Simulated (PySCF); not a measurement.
## Nuclear quadrupole coupling in `C=C=C(C)[C@@H](Cl)CC`

Species: C₇H₁₁Cl.
Atom-mapped SMILES: `[CH2:1]=[C:2]=[C:3]([CH3:4])[C@@H:5]([Cl:6])[CH2:7][CH3:8]` (hydrogens: H9, H10 on C1; H11, H12, H13 on C4; H14 on C5; H15, H16 on C7; H17, H18, H19 on C8)

Structure used (GFN2-xTB), in Å, numbered top down from 1:
```
atom  x, y, z in Å
C1     2.458   -0.365    1.560
C2     1.678    0.022    0.604
C3     0.904    0.432   -0.359
C4     1.419    1.275   -1.493
C5    -0.547    0.048   -0.430
Cl6   -0.698   -1.285   -1.651
C7    -1.134   -0.414    0.896
C8    -2.627   -0.704    0.808
H9     2.594    0.218    2.458
H10    3.010   -1.290    1.503
H11    2.493    1.415   -1.410
H12    0.933    2.251   -1.485
H13    1.194    0.790   -2.442
H14   -1.134    0.871   -0.847
H15   -0.953    0.378    1.627
H16   -0.600   -1.306    1.231
H17   -2.819   -1.503    0.096
H18   -3.171    0.182    0.486
H19   -3.007   -1.008    1.779
```

Field gradients from the PBE0/pcSseg-1 density (PySCF, non-relativistic), principal values in atomic units, ordered |Vxx| ≤ |Vyy| ≤ |Vzz|:

```csv
atom,Vxx,Vyy,Vzz
Cl6,-1.8453,-1.9633,3.8086
```

Question: Find the asymmetry η = (Vxx − Vyy)/Vzz and the couplings χ = eQV/h (234.96 MHz × Q in barn × V in au), with Q(35Cl) = −0.0817 b.

Answer: 
```csv
atom,environment,nucleus,η,χzz (MHz),χxx (MHz),χyy (MHz)
Cl6,alkyl chlorine,35Cl,0.03,-73.11,35.42,37.69
```

The gradient is axial or nearly so (η below 0.05) at Cl6. 

Question: What is Vzz at Cl6 in SI units (1 au = 9.71736 × 10²¹ V/m²)?

Answer: 3.8086 au = 37.009 × 10²¹ V/m².

Were the hydrogens deuterons (Q(2H) = 0.00286 b), χzz would run from 196 kHz (H14) to 225 kHz (H9 and H10).

One conformer (not necessarily the lowest) at the GFN2-xTB geometry, without solvent, vibrations or thermal averaging. GFN2-xTB bond lengths can be off by several hundredths of an ångström, more for odd bonds, and the gradients follow them. The small basis limits the accuracy of the gradients.
